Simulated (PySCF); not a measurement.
Br₂Hg, charge +1, doublet, geometry from GFN2-xTB (such geometries of metal compounds can be far from the true shape) (a state made from the parent by changing its charge; the spin is typed, not shown lowest) (core potentials on Hg). Base run: B3LYP/def2-TZVP (PySCF).

Here is a job for PySCF.
```python
from pyscf import gto, scf, dft

mol = gto.Mole()
mol.atom = '''
    Hg    0.00000000    0.00000000    0.00000000
    Br    0.00000000    0.00000000    2.54866416
    Br   -0.00000000   -0.00000000   -2.54866416
'''
mol.basis = 'def2-tzvp'
mol.ecp = {'Hg': 'def2-tzvp'}
mol.charge = 1
mol.spin = 1
mol.verbose = 4
mol.build()

mf = dft.UKS(mol)
mf.xc = 'b3lyp'
mf.kernel()
mf.analyze()
```

Variants of this job, named by their change:

```json
[
 {"change": "base", "ΔE vs base (mEh)": "0.000", "fitting functions": "-", "outcome": "converged"},
 {"change": "auxbasis = def2-universal-jfit", "ΔE vs base (mEh)": "8678.3", "fitting functions": "205", "outcome": "converged"},
 {"change": "auxbasis = even-tempered beta=1.6", "ΔE vs base (mEh)": "-0.004", "fitting functions": "1573", "outcome": "converged"},
 {"change": "only_dfj = on; auxbasis = def2-universal-jfit", "ΔE vs base (mEh)": "-0.078", "fitting functions": "205", "outcome": "converged"},
 {"change": "auxbasis = even-tempered beta=3.0", "ΔE vs base (mEh)": "-150.5", "fitting functions": "714", "outcome": "converged"},
 {"change": "auxbasis = autoaux", "ΔE vs base (mEh)": "-", "fitting functions": "-", "outcome": "not converged"},
 {"change": "auxbasis = cc-pvdz-jkfit", "ΔE vs base (mEh)": "-", "fitting functions": "-", "outcome": "input refused"},
 {"change": "auxbasis = cc-pvtz-jkfit", "ΔE vs base (mEh)": "-", "fitting functions": "-", "outcome": "input refused"},
 {"change": "auxbasis = def2-tzvp-ri", "ΔE vs base (mEh)": "-", "fitting functions": "-", "outcome": "input refused"},
 {"change": "auxbasis = def2-universal-jkfit", "ΔE vs base (mEh)": "0.007", "fitting functions": "779", "outcome": "converged"}
]
```

A fitting set is made for a task (jfit for Coulomb, jkfit for Coulomb and exchange, ri for correlation) and for a family of orbital bases.

Open shells are given as the SCF converged; they aren't shown to be the lowest states, and a large step between rows can be another state.

- auxbasis = cc-pvdz-jkfit: ended with `pyscf.lib.exceptions.BasisNotFoundError: Basis set not found for Hg in cc-pvdz-jkfit`
- auxbasis = cc-pvtz-jkfit: ended with `pyscf.lib.exceptions.BasisNotFoundError: Basis set not found for Hg in cc-pvtz-jkfit`
- auxbasis = def2-tzvp-ri: ended with `pyscf.lib.exceptions.BasisNotFoundError: Basis set not found for Hg in def2-tzvp-ri`
